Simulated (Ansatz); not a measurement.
C$_{2}$HClF$_{2}$Zr (`C#[C][Zr]([F])([F])[Cl]`), relaxed with RKS PBE0-D4/def2-TZVP in Ansatz from a GFN2-xTB geometry. The force threshold is 0.005 eV/Å; the program also tests the step.

Charge 0, multiplicity 1. Zr takes the def2 core potential.

Start:

```xyz
7

C     1.614    1.020   -1.255
C     0.749    0.487   -0.596
Zr   -0.852   -0.406    0.584
F    -2.347   -0.824   -0.440
F    -1.324    0.638    2.049
Cl   -0.218   -2.391    1.486
H     2.379    1.474   -1.828
```

| step | energy (eV) | largest force (eV/Å) | largest move (Å) |
| --- | --- | --- | --- |
| 1 | -21323.7812 | 0.748 | 0.000 |
| 2 | -21323.8709 | 0.246 | 0.162 |
| 3 | -21323.8798 | 0.090 | 0.035 |
| 4 | -21323.8802 | 0.021 | 0.006 |
| 5 | -21323.8803 | 0.020 | 0.006 |
| 6 | -21323.8804 | 0.002 | 0.014 |

End:

```xyz
7

C     1.584    0.992   -1.227
C     0.709    0.470   -0.565
Zr   -0.865   -0.443    0.612
F    -2.360   -0.733   -0.498
F    -1.336    0.732    2.008
Cl   -0.086   -2.467    1.478
H     2.353    1.450   -1.808
```

It took 26 s on 4 threads of an Intel Xeon on a shared host, with 0.6 GiB of host memory at the peak.
